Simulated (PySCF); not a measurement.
# Bond curve of SiAs

Set-up: Si cc-pV(D+d)Z, As cc-pVDZ-PP with ECP10; scalar-relativistic core potentials (PySCF 2.14). Energies in eV from Si + As in their ground configurations at the same level. State: ²Π (doublet), unpaired electrons π ↑.

All columns are PBE0. A positive dipole means Si(−)As(+).

```
R (Å)  E (eV)  μ (D)  Mulliken charge on Si (basis-dependent)  HOMO (eV)  LUMO (eV)  Mayer bond order  ⟨S²⟩
1.877  -1.844   0.02                                     0.02      -6.54      -5.10              2.29  0.75
1.964  -2.595  -0.11                                     0.05      -6.61      -4.89              2.29  0.75
2.051  -3.009  -0.26                                     0.07      -6.66      -4.71              2.28  0.75
2.116  -3.155  -0.38                                     0.08      -6.59      -4.58              2.28  0.75
2.182  -3.195  -0.50                                     0.09      -6.44      -4.46              2.28  0.76
2.248  -3.155  -0.62                                     0.10      -6.30      -4.35              2.27  0.76
2.335  -3.008  -0.77                                     0.11      -6.13      -4.22              2.24  0.78
2.444  -2.735  -0.87                                     0.11      -5.97      -4.09              2.09  0.92
2.575  -2.370  -0.90                                     0.11      -5.87      -3.95              1.79  1.18
2.749  -1.897  -0.98                                     0.10      -5.83      -3.82              1.46  1.44
```

A fit through these points gives, at Re = 2.179 Å, μ = -0.49 D and dμ/dR = -1.82 D/Å; the reduced mass is 20.37 u.

**Question.** How strong is the fundamental in the double-harmonic approximation, I = 42.26·(dμ/dR)²/μred km/mol?

**Answer.** I = 42.26·(-1.82)²/20.37 = 6.87 km/mol at PBE0.

⟨S²⟩ of the unrestricted solution departs from its pure value on part of the curve, where spin states mix. Spin–orbit coupling is left out. The state is the lowest determinant that a PBE0 search found; another state may lie lower at other levels.
